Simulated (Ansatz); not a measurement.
Computed with Ansatz on PBE0-D4/def2-TZVP structures; ΔE is electronic, products minus reactants. CBS: MP2 limit from def2 TZ/QZ plus the TZ coupled-cluster correction, frozen cores. Functionals use def2-TZVPP. B3LYP here is the variant with VWN-RPA as its local correlation; programs differ in this. For Ge outer-core shells are correlated without core-valence functions, which leaves a few kJ/mol of doubt a bond. Scalar relativity is left out up to krypton.

Reaction (isomerisation): `C[N]1[CH2][GeH2]1` → `C/C=[N]\[GeH3]`

```
             level  ΔE (kJ/mol)  difference from CCSD(T)/CBS
            PBE-D4        -94.3                          4.8
         r2SCAN-D4       -101.4                         -2.3
           PBE0-D4        -96.2                          2.9
          B3LYP-D4       -114.8                        -15.7
           ωB97X-V       -105.7                         -6.6
           ωB97M-V       -106.5                         -7.4
            B2PLYP       -110.6                        -11.5
               PBE        -94.5                          4.6
            r2SCAN       -101.3                         -2.2
              PBE0        -96.3                          2.8
             B3LYP       -115.2                        -16.1
     HF/def2-TZVPP       -148.1                        -49.0
    MP2/def2-TZVPP        -95.4                          3.7
SCS-MP2/def2-TZVPP       -106.1                         -7.0
   CCSD/def2-TZVPP       -110.1                        -11.0
CCSD(T)/def2-TZVPP       -106.1                         -7.0
     HF/def2-QZVPP       -147.9                        -48.8
    MP2/def2-QZVPP        -91.3                          7.8
SCS-MP2/def2-QZVPP       -103.0                         -3.9
      HF/CBS(def2)       -147.9                        -48.8
     MP2/CBS(def2)        -88.3                         10.8
    CCSD/CBS(def2)       -103.0                         -3.9
       CCSD(T)/CBS        -99.1                            0
```

Largest T1 diagnostic among the species: 0.013.

In def2-TZVPP, CCSD(T) changes the Hartree–Fock value by +42.0 kJ/mol (the triples alone add +4.0 kJ/mol) and MP2 by +52.7 kJ/mol.
